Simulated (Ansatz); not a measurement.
Cartesian coordinates in Å:
```
B -2.361 -0.792 -0.049
N -1.340 -0.116 -0.728
Al 0.341 0.165 -0.103
C 1.573 1.138 -1.260
C 0.797 -0.513 1.663
H -3.447 -0.929 -0.544
H -2.137 -1.237 1.045
H -1.588 0.234 -1.644
H 2.495 0.569 -1.422
H 1.876 2.084 -0.797
H 1.152 1.373 -2.241
H 0.702 -1.603 1.703
H 1.819 -0.256 1.951
H 0.120 -0.117 2.426
```

Total charge 0; spin multiplicity 1.

Question: List the ωB97M-V/def2-TZVPP orbital energies in eV (Ansatz). (Estimate.)

Answer: The calculation gave: Occupied: -1531.43, -393.96, -280.61, -280.50, -187.21, -116.09, -75.77, -75.57, -75.54, -26.01, -21.76, -21.49, -16.75, -15.18, -13.66, -13.50, -13.27, -13.27, -13.22, -11.68, -10.95, -10.58, -10.09. Lowest empty: 1.16, 1.41, 2.08, 2.53, 2.98, 3.59, 3.74, 4.38.
